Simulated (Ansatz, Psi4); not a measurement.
Input for Ansatz (an electronic-structure program):
Ansatz 0.2 input:
```yaml
crystal:
  periodic: [false, false, false]
  atoms:
    - {symbol: F, position_ang: [2.24180610, -0.01504848, -0.67225413]}
    - {symbol: C, position_ang: [1.48256483, 0.21210371, 0.40084165]}
    - {symbol: F, position_ang: [1.63666190, 1.47421199, 0.80383342]}
    - {symbol: C, position_ang: [0.18045076, -0.40670960, 0.49176153]}
    - {symbol: F, position_ang: [-0.01977017, -1.37904404, 1.38117812]}
    - {symbol: C, position_ang: [-1.03302769, -0.07382793, -0.35157085]}
    - {symbol: F, position_ang: [-2.07511199, 0.30564498, 0.39834754]}
    - {symbol: F, position_ang: [-0.75958953, 0.91672918, -1.19651435]}
    - {symbol: F, position_ang: [-1.44398826, -1.12353778, -1.07527882]}
basis:
  gaussian:
    orbitals: STO-3G
magnetization: {spin_polarized: true, initial_magnetization: 2}
correlation: {method: ccsd_t, electrons: outside_noble_gas}
accuracy: high
```

Problem. Write the same job for Psi4.

Solution. Several could match; the one computed here: 
```
memory 2 GB

molecule mol {
0 3
  F     2.241806   -0.015048   -0.672254
  C     1.482565    0.212104    0.400842
  F     1.636662    1.474212    0.803833
  C     0.180451   -0.406710    0.491762
  F    -0.019770   -1.379044    1.381178
  C    -1.033028   -0.073828   -0.351571
  F    -2.075112    0.305645    0.398348
  F    -0.759590    0.916729   -1.196514
  F    -1.443988   -1.123538   -1.075279
}

set basis sto-3g
set reference uhf
set freeze_core true
set mp2_type conv
set scf_type pk
set puream true
set d_convergence 1e-8

energy('ccsd(t)')
print_variables()
```

Both were run: Ansatz gave -700.640675 Eh and Psi4 -700.640674 Eh, 0.000 mEh apart.
